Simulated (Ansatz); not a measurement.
`C[O][SnH2][Br]` + HCl → `[Cl][SnH2][Br]` + CH₃OH at 600 K and 1 bar (ligand exchange at the Sn–O bond).

Gas-phase electronic energies from Ansatz, PBE0-D4/def2-TZVP geometries. CBS: MP2 limit from def2 TZ/QZ plus the TZ coupled-cluster correction, frozen cores. This one scheme is used for every species. def2 core potentials past Kr. For Br, Sn outer-core shells are correlated without core-valence functions, which leaves a few kJ/mol of doubt a bond. Scalar relativity is left out up to krypton. Each species was taken in one conformer, which may not be the lowest.

| species | CCSD(T)/CBS energy (Eh) | H − E (kJ/mol) | S (J/(mol·K)) |
| --- | --- | --- | --- |
| `C[O][SnH2][Br]` | -2903.61539 | 204.6 | 451.9 |
| HCl | -460.38127 | 35.4 | 207.2 |
| `[Cl][SnH2][Br]` | -3248.40375 | 82.5 | 389.3 |
| CH₃OH | -115.61712 | 163.6 | 277.3 |

H − E and S are ideal-gas, rigid-rotor, harmonic terms from PBE0-D4/def2-TZVP, for one conformer and one mirror image of each species. 1 Eh = 2625.50 kJ/mol, R = 8.31446 J/(mol·K).

Question: By hand: ΔE, ΔH, ΔS and ΔG.

Answer: ΔE = (-3248.40375) + (-115.61712) − (-2903.61539) − (-460.38127) = -0.02421 Eh = -63.6 kJ/mol. Δ(H − E) = 82.5 + 163.6 − 204.6 − 35.4 = 6.1, so ΔH = -57.5 kJ/mol. ΔS = 389.3 + 277.3 − 451.9 − 207.2 = 7.5 J/(mol·K). ΔG = -57.5 − 600 × (7.5)/1000 = -62.0 kJ/mol.

Question: By hand: the equilibrium constant, and the temperature at which ΔG would vanish if ΔH and ΔS stayed fixed.

Answer: log₁₀ K = −ΔG/(RT ln 10) = 5.4. ΔH and −TΔS have one sign here, so there is no such temperature.

The number of gas molecules stays the same, so ΔS is small and ΔH decides. A doubt of 5 kJ/mol in ΔE shifts log₁₀ K by 0.4 here. Other conformers and mirror images would add mixing entropy, several J/(mol·K) or more a flexible species. Modes under 60 cm⁻¹, often nearly free rotors, make the harmonic entropy too high. These are equilibria of isolated gas molecules and say nothing of rates. Largest T1 diagnostic: 0.012 (customary marks: 0.02 for closed shells, 0.045 for open ones).

ΔS is within the doubt of such terms, so its sign, and with it that verdict, could turn.
